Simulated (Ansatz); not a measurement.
BFH4N2OSi (`N[Si]1(F)NB1O`) at its PBE0-D4/def2-TZVP geometry, where that method's forces vanish. Charge 0, multiplicity 1.

```tsv
atom	x (Å)	y (Å)	z (Å)
N1	1.0911	-1.5449	0.7873
Si2	-0.1068	-0.7615	-0.1158
F3	-1.1588	-1.9360	-0.3846
N4	-0.7824	0.7288	0.4357
B5	-0.2224	0.9919	-0.8434
O6	-0.0983	2.0626	-1.6566
H7	1.9694	-1.1145	1.0156
H8	1.0870	-2.5413	0.9212
H9	-1.2809	1.2503	1.1463
H10	-0.4978	2.8646	-1.3057
```

**Question.** For each bond, give half the difference of the two atoms' forces along it (eV/Å; positive pushes the atoms apart) under PBE-D4, r2SCAN-D4, B3LYP-D4, ωB97M-V in def2-TZVPP. (Estimate.)

**Answer.** The calculation gave: 
```
  bond  length (Å)  PBE-D4  r2SCAN-D4  B3LYP-D4  ωB97M-V
N1–Si2       1.692    0.01       0.01      0.05     0.05
 N1–H7       1.004    0.16       0.01     -0.02    -0.03
 N1–H8       1.005    0.18       0.01     -0.01    -0.03
Si2–F3       1.599    0.46       0.04      0.16     0.14
Si2–N4       1.727    0.09       0.04      0.03     0.04
Si2–B5       1.902   -0.14      -0.04     -0.08    -0.16
 N4–B5       1.421    0.15       0.10      0.01     0.06
 N4–H9       1.013    0.11       0.00     -0.04    -0.14
 B5–O6       1.350    0.16       0.09      0.08     0.21
O6–H10       0.962    0.40       0.01      0.01    -0.12
```

B3LYP here is the variant with VWN-RPA as its local correlation; programs differ in this.

Program: Ansatz 0.2.0.
